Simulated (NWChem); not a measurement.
System: CH3AlF2; SMILES [Al]([F])([CH3])[F]

```xyz
7

Al    -0.0050     0.0473     0.0006
C     -0.0085    -1.8796     0.0014
H      0.4851    -2.2673    -0.9046
H     -1.0281    -2.2908     0.0396
H      0.5553    -2.2701     0.8638
F     -1.3995     0.9461    -0.0011
F      1.4054     0.9212    -0.0009
```
Atoms are numbered in this order, from 1.

The geometry was optimised at PBE0/def2-SVP.

**Question.** Give the principal values of the shielding tensors (ppm) of Al1, C2, F6, F7 from B3LYP/pcSseg-2, GIAO (NWChem), with their diamagnetic and paramagnetic parts as GIAO splits them.

**Answer.** 
| atom | σ11 | σ22 | σ33 | isotropic | diamagnetic | paramagnetic |
|---|---|---|---|---|---|---|
| Al1 | 366.5 | 401.0 | 538.8 | 435.4 | 792.9 | -357.5 |
| C2 | 194.8 | 197.8 | 208.1 | 200.2 | 244.9 | -44.7 |
| F6 | 256.0 | 308.1 | 441.2 | 335.1 | 468.4 | -133.2 |
| F7 | 257.8 | 309.8 | 441.6 | 336.4 | 468.2 | -131.8 |
